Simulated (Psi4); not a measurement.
## A ladder of methods for WSCl2O (SMILES [O]=[W](=[S])([Cl])[Cl])

WSCl2O has 5 atoms, charge 0, and is taken as a singlet. SMILES: `[O]=[W](=[S])([Cl])[Cl]`. The shape was relaxed beforehand at PBE0/def2-TZVP.

Each level gives the dipole moment (D). The values are calculated.

| level | kind | program | value (D) | CPU time |
| --- | --- | --- | --- | --- |
| PBE-D4/def2-TZVPP (density fitting, core potential) | GGA | Psi4 | 1.40 | 66 s |
| r2SCAN-D4/def2-TZVPP (density fitting, core potential) | meta-GGA | Psi4 | 1.44 | 2.6 min |
| B3LYP-D4/def2-TZVPP (density fitting, core potential) | global hybrid | Psi4 | 1.46 | 53 s |
| PBE0-D4/def2-TZVPP (density fitting, core potential) | global hybrid | Psi4 | 1.45 | 50 s |
| wB97M-V/def2-TZVPP (density fitting, core potential) | range-separated hybrid | Psi4 | 1.41 | 2.8 min |

The values span 1.40 to 1.46 D. Magnitudes only. Times are those of the runs behind each value, whatever else they computed, on shared processors of several kinds: orders of magnitude only.
